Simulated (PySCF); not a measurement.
C3H9N.

```xyz
13

C     -1.8847    -0.0928     0.2592
C     -0.4820    -0.5212    -0.1518
N      0.4880     0.5291     0.1005
C      1.8469     0.1783    -0.2570
H     -2.1739     0.8319    -0.2635
H     -2.6238    -0.8755     0.0281
H     -1.9374     0.1031     1.3441
H     -0.2210    -1.4808     0.3555
H     -0.4661    -0.7452    -1.2342
H      0.4454     0.8037     1.0816
H      2.5324     0.9994     0.0055
H      1.9200     0.0264    -1.3477
H      2.2271    -0.7519     0.2248
```

The structure is a stationary point at B3LYP-D3(BJ)/def2-SVP. Other conformers were not sampled.

Calculation: PySCF with KT2/pcSseg-1. Non-relativistic, no solvent.

Computed absolute GIAO shielding of each atom: isotropic value and principal components (ppm):
```
atom  σ(iso)    σ11    σ22    σ33  span
----  ------  -----  -----  -----  ----
C1     165.0  150.7  159.9  184.3  33.5
C2     131.4  108.2  121.8  164.3  56.2
N3     206.5  167.0  209.1  243.4  76.4
C4     143.0  115.4  130.1  183.6  68.1
H5      29.8   26.4   27.8   35.3   8.9
H6      30.0   26.1   27.4   36.3  10.2
H7      30.3   26.8   28.5   35.5   8.7
H8      28.5   25.1   27.1   33.3   8.2
H9      28.8   25.1   28.2   33.2   8.1
H10     31.9   23.3   33.2   39.3  16.1
H11     28.4   24.4   26.2   34.5  10.2
H12     28.8   25.0   26.8   34.6   9.6
H13     28.7   24.5   26.5   34.9  10.4
```
